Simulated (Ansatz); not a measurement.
A run for Ansatz (an electronic-structure program): U-B3LYP/def2-TZVPP on AlCl (SMILES [Al][Cl]), 2S+1 = 3, a spin state set in the input, which need not be the lowest, at the other state's geometry.

Ansatz 0.2 input:
```yaml
crystal:
  periodic: [false, false, false]
  atoms:
    - {symbol: Al, position_ang: [-0.00000000, -0.00000000, -1.22411198]}
    - {symbol: Cl, position_ang: [0.00000000, 0.00000000, 0.93608564]}
basis:
  gaussian:
    orbitals: def2-TZVPP
hamiltonian:
  xc: {name: B3LYP}
magnetization: {spin_polarized: true, initial_magnetization: 2}
```

The head of its log:

```
WARN ansatz: RAYON_NUM_THREADS=1 ignored (pool sized by the plan → 1); use --threads N
Functional definition: B3LYP
integrals: 0.02 GiB planned
606 factors; their error is unknown
mean field: 0.26 GiB planned
mean field evaluation 1: about -19118.7099 eV, gradient 1.1e1 eV
mean field evaluation 2: about -19118.0212 eV, gradient 1.6e1 eV
```

Q: Predict the final total energy.

A: -702.6297 hartree.
